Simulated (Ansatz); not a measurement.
Calculated with Ansatz (gas phase, PBE0-D4/def2-TZVP geometries, no zero-point term in ΔE). CCSD(T)/CBS is the MP2 limit (def2-TZVPP, def2-QZVPP) plus CCSD(T) − MP2 in def2-TZVPP, frozen cores. Functionals use def2-TZVPP. B3LYP here is the variant with VWN-RPA as its local correlation; programs differ in this. One conformer a species, not always the lowest.

Consider the ligand exchange at the Si–O bond: `CC(=N)O[SiH2]O` + `S[SiH2]Cl` → `O[SiH2]S[SiH2]Cl` + `CC(=N)O`.

`CC(=N)O[SiH2]O`:

Z-matrix (Å, degrees):
```
C
C 1 1.492
H 1 1.092 2 109.6
H 1 1.092 2 109.5 3 -117.2
H 1 1.089 2 111.6 3 121.4
N 2 1.270 1 128.1 3 -120.3
O 2 1.338 1 112.7 3 59.8
H 6 1.014 2 111.8 1 1.0
Si 7 1.687 2 118.3 1 -172.4
O 9 1.630 7 112.6 2 -58.0
H 9 1.475 7 104.1 2 -174.2
H 9 1.481 7 106.7 2 67.1
H 10 0.965 9 110.2 7 56.7
```

`S[SiH2]Cl`:

Z-matrix (Å, degrees):
```
Si
Cl 1 2.054
S 1 2.120 2 112.9
H 1 1.478 2 108.5 3 -116.6
H 1 1.479 2 106.5 3 122.3
H 3 1.344 1 94.3 2 70.4
```

`O[SiH2]S[SiH2]Cl`:

```xyz
10

O     1.414   -1.143   -0.376
Si    0.922   -0.603    1.090
S    -0.081    1.287    0.952
Si   -1.374    0.800   -0.657
Cl   -0.443    1.043   -2.477
H     1.833   -0.522   -0.975
H     0.015   -1.652    1.602
H     2.037   -0.344    2.032
H    -2.510    1.743   -0.618
H    -1.814   -0.610   -0.572
```

`CC(=N)O`:

Cartesian coordinates in Å:
```
C -0.533 -0.602 -0.664
C 0.209 0.227 0.332
N 0.962 1.223 0.139
O -0.003 -0.208 1.588
H -0.215 -1.644 -0.588
H -1.603 -0.573 -0.446
H -0.361 -0.245 -1.677
H 1.036 1.445 -0.848
H 0.508 0.378 2.163
```

| level | ΔE (kJ/mol) |
| --- | --- |
| PBE-D4 | 23.2 |
| B3LYP-D4 | 36.8 |
| PBE | 25.8 |
| HF/def2-QZVPP | 52.5 |

Task: What does CCSD(T)/CBS give? (An estimate is asked.)

Result: Computed: +37.1 kJ/mol. The listed levels differ from it by -13.9, -0.3, -11.3, 15.4 kJ/mol.

Largest T1 diagnostic among the species: 0.013.

The D4 term adds −4.5 kJ/mol with B3LYP and −2.5 kJ/mol with PBE0; it sums over pairs of atoms, weighted by their polarisabilities, and B3LYP, whose exchange is more repulsive, gets the larger term. From PBE to PBE0 (25 % exact exchange), in def2-TZVPP and without D4, ΔE moves by +3.1 kJ/mol. In def2-TZVPP, CCSD(T) changes the Hartree–Fock value by −9.2 kJ/mol (the triples alone add −2.1 kJ/mol) and MP2 by −13.4 kJ/mol.
